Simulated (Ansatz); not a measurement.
Geometry optimisation, RKS PBE-D4/def2-SVP (Ansatz 0.2.0).

The input (input.yaml):

```yaml
crystal:
  periodic: [false, false, false]
  atoms:
    - { symbol: Zn, position_ang: [0.867108, -0.35841, -0.494809] }
    - { symbol: O, position_ang: [-0.299637, 0.174086, 2.193035] }
    - { symbol: H, position_ang: [-0.518351, -0.696536, 2.574643] }
    - { symbol: O, position_ang: [-0.481723, -0.176445, -1.657574] }
    - { symbol: H, position_ang: [-0.22885, -0.452479, -2.55776] }
    - { symbol: P, position_ang: [2.592561, -0.65449, 0.978777] }
    - { symbol: H, position_ang: [2.389113, -2.083552, 0.991289] }
    - { symbol: H, position_ang: [3.632301, -0.738636, -0.016915] }
    - { symbol: H, position_ang: [0.648378, 0.293762, 2.459215] }
basis:
  gaussian: { orbitals: def2-SVP }
hamiltonian:
  xc: pbe
  dispersion: d4
relax:
  f_tol: 0.03
  max_steps: 50
```

Command:

```bash
$ ansatz run input.yaml --threads 2 --pin off --max-ram 3072MiB --backend cpu --events-out ev --progress --plain --runs-dir out
```

**Question.** Where does it end, and by what steps?

**Answer.** It converged. After 24 steps the energy has fallen by 0.557 eV; H3 moved furthest, 1.94 Å. Joined: Zn1–O2 (2.98 → 2.21 Å).

| step | energy less start (eV) | largest force component (eV/Å) | accepted |
| --- | --- | --- | --- |
| 0 | 0.0000 | 0.632 | yes |
| 1 | -0.0545 | 0.900 | yes |
| 2 | -0.1612 | 0.709 | yes |
| 3 | -0.2000 | 0.687 | yes |
| 4 | -0.2243 | 0.701 | yes |
| 5 | -0.2314 | 0.603 | yes |
| 6 | -0.2768 | 0.107 | yes |
| 7 | -0.2984 | 0.110 | yes |
| 8 | -0.3111 | 0.154 | yes |
| 9 | -0.3070 | 1.159 | no |
| 10 | -0.3268 | 0.226 | yes |
| 11 | -0.3441 | 0.240 | yes |
| 12 | -0.3653 | 0.585 | yes |
| 13 | -0.3836 | 1.032 | yes |
| 14 | -0.4273 | 0.589 | yes |
| 15 | -0.4929 | 0.546 | yes |
| 16 | -0.5193 | 0.444 | yes |
| 17 | -0.5354 | 0.225 | yes |
| 18 | -0.5400 | 0.439 | yes |
| 19 | -0.5483 | 0.130 | yes |
| 20 | -0.5533 | 0.271 | yes |
| 21 | -0.5536 | 0.292 | yes |
| 22 | -0.5552 | 0.254 | yes |
| 23 | -0.5566 | 0.048 | yes |
| 24 | -0.5569 | 0.012 | yes |

```xyz
9
Properties=species:S:1:pos:R:3
Zn 1.135 -0.536 0.374
O -0.268 0.434 1.773
H -0.824 0.296 0.937
O -0.507 -0.515 -0.495
H -0.549 -0.410 -1.460
P 3.333 -0.942 0.884
H 3.200 -2.319 0.461
H 3.746 -0.542 -0.443
H -0.665 -0.159 2.439
```

Whether the end is a true minimum wasn't checked by a vibrational analysis.

The run took 54 s on 2 threads of Arm Neoverse V1, with other jobs on the host, peak memory 0.15 GiB.
